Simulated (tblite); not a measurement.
Species: C7H11 (doublet state).
Numbering: `[CH2:1][C@H:2]1[CH2:3][CH2:4][CH:5]=[C:6]1[CH3:7]` (hydrogens: H8, H9 on C1; H10 on C2; H11, H12 on C3; H13, H14 on C4; H15 on C5; H16, H17, H18 on C7)

Structure used (GFN2-xTB), in Å, numbered top down from 1:
```
atom  x, y, z in Å
C1     0.229    1.242   -1.458
C2     0.093    0.946   -0.023
C3    -1.376    0.832    0.440
C4    -1.708   -0.667    0.415
C5    -0.359   -1.319    0.447
C6     0.631   -0.464    0.237
C7     2.094   -0.732    0.190
H8     1.101    1.737   -1.840
H9    -0.452    0.799   -2.159
H10    0.654    1.678    0.567
H11   -1.461    1.212    1.458
H12   -2.040    1.415   -0.197
H13   -2.330   -0.966    1.261
H14   -2.241   -0.947   -0.498
H15   -0.249   -2.377    0.617
H16    2.493   -0.493   -0.795
H17    2.614   -0.111    0.920
H18    2.299   -1.778    0.408
```

Computed with GFN2-xTB (tblite): harmonic, unscaled wavenumbers at the GFN2-xTB geometry, gas phase. Errors from tens to a few hundred cm⁻¹ against measured bands are possible. One conformer, not necessarily the lowest. Open shells enter through the occupations alone, without spin polarisation, and single modes of such species can be off by tens of per cent.

Harmonic wavenumbers (cm⁻¹): 83.8, 119.4, 161.7, 204.4, 231.8, 301.2, 367.5, 472.0, 545.2, 588.9, 672.0, 785.8, 829.6, 836.6, 933.0, 965.7, 971.1, 1013.1, 1028.4, 1059.1, 1091.6, 1111.3, 1150.8, 1180.4, 1214.0, 1219.8, 1242.6, 1285.1, 1305.6, 1312.4, 1397.6, 1402.0, 1474.6, 1474.7, 1481.8, 1492.1, 1728.3, 2920.3, 2937.2, 2976.5, 2989.9, 2995.6, 3011.5, 3012.5, 3037.6, 3098.8, 3129.0, 3170.3.

A = 3682, B = 2764, C = 1857 MHz; mass 95.086 u (most abundant isotopes); point group C1, symmetry number 1; spin multiplicity 2.

Zero-point energy?

Half the sum of the wavenumbers: 34007 cm⁻¹ = 97.23 kcal/mol.

What is S at 298.15 K and 1 bar for an ideal gas of classical rigid rotors and harmonic oscillators?

Translation 39.59, rotation 27.23, vibration 19.66, spin (R ln 2) 1.38: S = 87.9 cal/(mol K).

And Cp and H(298.15 K) − H(0)?

Cp = 31.74 cal/(mol K), of which vibrations give 23.79 (their classical limit is 48 R = 95.4); H(298.15 K) − H(0) = 5.69 kcal/mol without the zero-point energy, 3.32 from vibrations.

How do the functions run with temperature in this model?

```
T (K)  S (cal/(mol K))  Cp (cal/(mol K))  H − H(0) (kcal/mol)  G − H(0) (kcal/mol)  ln q(vib)
  150             71.1              19.2                 1.97                -8.69       1.59
  250             82.7              27.3                 4.28               -16.40       3.39
  400             98.5              41.3                 9.42               -30.00       6.24
  600            118.4              56.7                19.31               -51.72      10.26
  900            144.4              71.6                38.73               -91.25      16.28
```

q(vib) and H(0) count from the zero-point level.

Blend soft modes into free rotors: weight 1/[1 + (100 cm⁻¹/ν̃)⁴] for the oscillator and the rest for a rotor with moment μB/(μ + B), μ = h/(8π²ν), B = 10⁻⁴⁴ kg m². What vibrational entropy results?

19.00 cal/(mol K) in place of 19.66, which changes −T·S at 298.15 K by +0.20 kcal/mol.

Hindered rotation and anharmonicity are outside this model. Other conformers, if any are populated, would add a mixing term that is left out. The structure is chiral; the term R ln 2 for an equal mix with its mirror image is left out.
